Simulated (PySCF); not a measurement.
## How methods differ on the excitation energy of C

C [He] 2s2 2p2 (3P) → C [He] 2s1 2p3 (5S), as a difference of total energies. All numbers are calculated (PySCF 2.14, the spin-free X2C one-electron Hamiltonian (Gaussian nucleus), in aug-cc-pCVTZ-DK (7s6p4d2f, 59 functions)). Correlated levels: valence: 1s2 frozen. The calculations carry no spin-orbit coupling.

```json
{"method": "UHF", "excitation energy (cm⁻¹)": "20941"}
{"method": "MP2 (valence)", "excitation energy (cm⁻¹)": "30020"}
{"method": "SCS-MP2 (valence)", "excitation energy (cm⁻¹)": "34600"}
{"method": "CCSD (valence)", "excitation energy (cm⁻¹)": "32882"}
{"method": "CCSD(T) (valence)", "excitation energy (cm⁻¹)": "33289"}
```

Errors of the correlated levels include the incompleteness of this basis and the frozen core.

Question: Which method comes closest to the reference value, and which is furthest?

Answer: The reference is 33706 cm⁻¹ (measured; NIST levels, between the centres of gravity of the two terms). Closest: CCSD(T) (valence) (error -416.91 cm⁻¹); furthest: UHF (error -12765 cm⁻¹).
